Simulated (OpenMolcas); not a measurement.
MoN at 1.621 Å: OpenMolcas input and output

Input (each module block was a call of its own in one work directory; start orbitals came from a preliminary run):

```
&GATEWAY
Coord
2
angstrom
Mo 0.0 0.0 0.0
N 0.0 0.0 1.6210
Basis=ANO-RCC-VDZP
Group=XY
RX2C
AMFI
ANGMom
0.0 0.0 0.0
RICD
&SEWARD
&GUESSORB
* RASSCF and CASPT2 blocks for each multiplicity and irrep, as for the first:
&RASSCF
FileOrb=$CurrDir/o41.orb
Symmetry=1
Spin=4
nActEl=9 0 0
Inactive=12 8
RAS2=5 4
CIRoot=1 1 1
Linear
Iterations=120 100
OrbListing=Nothing
PRWF=0.15
>>COPY $Project.RasOrb $CurrDir/o41.orb
>>COPY $Project.rasscf.h5 $CurrDir/r41.h5
&CASPT2
XMultistate=all
Imaginary=0.2
IPEA=0.25
MaxIter=40
>>COPY $Project.JobMix JOB001
&RASSI
Nr of JobIphs=2 1 6
1
1 2 3 4 5 6
SpinOrbit
EJob
Omega
MEES
MESO
Properties=4
'AngMom' 3 'Mltpl  1' 1 'Mltpl  1' 2 'Mltpl  1' 3
Thrs=1.0d-4
>>COPY $Project.rassi.h5 $CurrDir/so.h5
```

```bash
pymolcas m.inp
```

C2 symmetry about the axis (a holds Σ, Δ, Γ; b holds Π, Φ, H; Σ⁺ and Σ⁻ are not told apart); roots by multiplicity and irrep: 4a 1, 2a 6.

RASSI part of the output, in excerpt:

```
SPIN-FREE ENERGIES:
  (Shifted by EMIN (a.u.) =      -4101.0752193848)
 SF State       Relative EMIN(au)   Rel lowest level(eV)    D:o, cm**(-1)      Abs_M
     1             0.0000000000        0.0000000000              0.0000         0.0
     2             0.0376681606        1.0250028665           8267.2057         0.0
     3             0.0423038531        1.1511464877           9284.6226         4.0
     4             0.0423183916        1.1515420986           9287.8134         4.0
     5             0.0450816131        1.2267331868           9894.2704         2.0
     6             0.0450853750        1.2268355544           9895.0961         2.0
     7             0.0569651474        1.5501006281          12502.4047         0.0
++ Dipole transition strengths (spin-free states):
     for osc. strength at least  1.00000000E-05
  ( Max oscillator strength is only    7.2195259770685281E-015 )
 Electric-quadrupole - electric-quadrupole not included
 Electric-dipole - electric-octupole not included
 Electric-dipole - magnetic-quadrupole not included
   Eigenvalues of complex Hamiltonian:
  (Shifted by EMIN (a.u.) =      -4101.0752193848)
 SO State       Relative EMIN(au)   Rel lowest level(eV)    D:o, cm**(-1)      Omega
     1            -0.0003386985        0.0000000000              0.0000         0.5
     2            -0.0003386985        0.0000000000              0.0000         0.5
     3             0.0000000000        0.0092164565             74.3357         1.5
     4             0.0000000000        0.0092164565             74.3357         1.5
     5             0.0372137926        1.0218553395           8241.8191         0.5
     6             0.0372137926        1.0218553395           8241.8191         0.5
     7             0.0423038445        1.1603627086           9358.9564         4.0
     8             0.0423038445        1.1603627086           9358.9564         4.0
     9             0.0423184003        1.1607587930           9362.1510         4.1
    10             0.0423184003        1.1607587930           9362.1510         4.1
    11             0.0445060269        1.2202871456           9842.2796         2.5
    12             0.0445060269        1.2202871456           9842.2796         2.5
    13             0.0456609612        1.2517145087          10095.7584         1.5
    14             0.0456609612        1.2517145087          10095.7584         1.5
    15             0.0577582138        1.5808975222          12750.7984         0.5
    16             0.0577582138        1.5808975222          12750.7984         0.5
 Weights of the five most important spin-orbit-free states for each spin-orbit state.
 SO State  Total energy (au)           Spin-free states, spin, and weights
    1        -0.000339       1 1.5  0.9941    7 0.5  0.0059    2 0.5  0.0000    3 0.5  0.0000    4 0.5  0.0000
    2        -0.000339       1 1.5  0.9941    7 0.5  0.0059    2 0.5  0.0000    3 0.5  0.0000    4 0.5  0.0000
    3         0.000000       1 1.5  1.0000    7 0.5  0.0000    6 0.5  0.0000    5 0.5  0.0000    4 0.5  0.0000
    4         0.000000       1 1.5  1.0000    7 0.5  0.0000    6 0.5  0.0000    5 0.5  0.0000    4 0.5  0.0000
    5         0.037214       2 0.5  0.9778    7 0.5  0.0219    1 1.5  0.0003    3 0.5  0.0000    4 0.5  0.0000
    6         0.037214       2 0.5  0.9778    7 0.5  0.0219    1 1.5  0.0003    3 0.5  0.0000    4 0.5  0.0000
    7         0.042304       3 0.5  0.9994    4 0.5  0.0006    2 0.5  0.0000    7 0.5  0.0000    1 1.5  0.0000
    8         0.042304       3 0.5  0.9994    4 0.5  0.0006    2 0.5  0.0000    7 0.5  0.0000    1 1.5  0.0000
    9         0.042318       4 0.5  0.9994    3 0.5  0.0006    2 0.5  0.0000    7 0.5  0.0000    1 1.5  0.0000
   10         0.042318       4 0.5  0.9994    3 0.5  0.0006    2 0.5  0.0000    7 0.5  0.0000    1 1.5  0.0000
   11         0.044506       5 0.5  0.5016    6 0.5  0.4984    4 0.5  0.0000    3 0.5  0.0000    2 0.5  0.0000
   12         0.044506       5 0.5  0.5016    6 0.5  0.4984    4 0.5  0.0000    3 0.5  0.0000    2 0.5  0.0000
   13         0.045661       6 0.5  0.5016    5 0.5  0.4984    4 0.5  0.0000    2 0.5  0.0000    3 0.5  0.0000
   14         0.045661       6 0.5  0.5016    5 0.5  0.4984    4 0.5  0.0000    2 0.5  0.0000    3 0.5  0.0000
   15         0.057758       7 0.5  0.9722    2 0.5  0.0222    1 1.5  0.0056    3 0.5  0.0000    4 0.5  0.0000
   16         0.057758       7 0.5  0.9722    2 0.5  0.0222    1 1.5  0.0056    3 0.5  0.0000    4 0.5  0.0000
```

Only roots inside an energy window near the equilibrium distance were included, so the list of states is not complete; labels number the states computed. Each spin and symmetry block has orbitals of its own, averaged over its own roots, so gaps between blocks are less sure than gaps within one and near the minimum can be off by tenths of an eV, in bad cases by more. No Rydberg orbitals are active, so Rydberg states, and σ→σ* states whose orbital the CASSCF left unused, can be missing between those listed. CASPT2 splits the two components of degenerate states numerically, here by up to 3 cm⁻¹. No roots were computed in blocks 2b, 4b (none fell in the window or the block failed), so states of that kind are missing and can lie low or lowest. For d and f metals this valence active space lacks a second d shell: the order of states is not reliable within half an eV or more, and the lowest computed state need not be the true ground state.
